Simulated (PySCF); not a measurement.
Several molecules and their computed UV-vis stick spectra, shuffled. Level of theory: TDDFT CAM-B3LYP/def2-SVPD, vertical, gas phase, core orbitals frozen in the response in PySCF. Geometries: PBE0-D3(BJ)/def2-SVP; one conformer of each isolated species. Triplets are in the Tamm–Dancoff approximation. Relativistic effects are left out although some hold elements past zinc.

A. `C[S@@](=O)[C@]12CC[C@@]1(C)CC2`
B. `[SiH3]O[SiH2]Br`
C. `[F][Ti]([Cl])([Cl])[Cl]`
D. `[Br][Ga]([Br])[Br]`
E. `[F][GaH2]`

Lowest singlet levels (six at most, fewer where fewer were computed) with oscillator strengths:

1. 175 nm (f 0.026); 170 nm (f 0.000); 168 nm (f 0.034); 161 nm (f 0.001); 160 nm (f 0.007); 157 nm (f 0.027); T1 6.64 eV
2. 236 nm (f 0.000); 224 nm (f 0.000 summed over 2 states); 218 nm (f 0.052); 217 nm (f 0.053); 214 nm (f 0.000); 202 nm (f 0.000); T1 4.90 eV
3. 276 nm (f 0.013 summed over 2 states); 267 nm (f 0.000); 259 nm (f 0.002); 256 nm (f 0.048 summed over 2 states); 238 nm (f 0.001 summed over 2 states); 232 nm (f 0.000); T1 4.17 eV
4. 208 nm (f 0.006); 203 nm (f 0.062); 188 nm (f 0.031); 182 nm (f 0.001); 177 nm (f 0.031); 173 nm (f 0.017); T1 5.25 eV
5. 216 nm (f 0.000); 159 nm (f 0.064); 159 nm (f 0.022); 154 nm (f 0.000); 150 nm (f 0.005); 145 nm (f 0.298); T1 5.27 eV

Problem. Match each spectrum to its molecule.

Solution. 1 = B, 2 = D, 3 = C, 4 = A, 5 = E.
- A: S1 at 5.97 eV, HOMO→LUMO+2 (58%), HOMO→LUMO+10 (11%), HOMO→LUMO+5 (9%); Löwdin shares by element: HOMO oxygen 50%, sulfur 29%, carbon 13% or more; LUMO sulfur 32%, carbon 18% or more, hydrogen 9% or more (atoms not listed hold the other 41%); HOMO -7.93 and LUMO 1.06 eV.
- B: S1 at 7.07 eV, HOMO→LUMO+1 (89%); Löwdin shares by element: HOMO bromine 69%, silicon 13% or more, hydrogen 13% or more; LUMO silicon 48%, oxygen 13%, bromine 9% (atoms not listed hold the other 30%); HOMO -9.73 and LUMO 0.67 eV.
- C: S1 at 4.49 eV, HOMO→LUMO/LUMO+1 (≥78%); for S1 the Löwdin share of titanium is at most 1% in HOMO and 76% in LUMO (ligand-to-metal charge transfer by this measure); HOMO -11.04 and LUMO -2.87 eV; point group C3v, 2 of its 9 listed states under f = 0.0005.
- D: S1 at 5.26 eV, HOMO→LUMO (97%); Löwdin shares by element: HOMO bromine 100%; LUMO bromine 64%, gallium 36%; HOMO -10.02 and LUMO -1.49 eV.
- E: S1 at 5.74 eV, HOMO→LUMO (100%); Löwdin shares by element: HOMO hydrogen 48%, gallium 36%, fluorine 16%; LUMO gallium 68%, hydrogen 22%, fluorine 10%; HOMO -10.44 and LUMO -0.83 eV; point group C2v, 2 of its 6 listed states under f = 0.0005.

A slash joins orbitals within 0.01 eV of each other, whose weights are summed (≥ marks a lower bound).
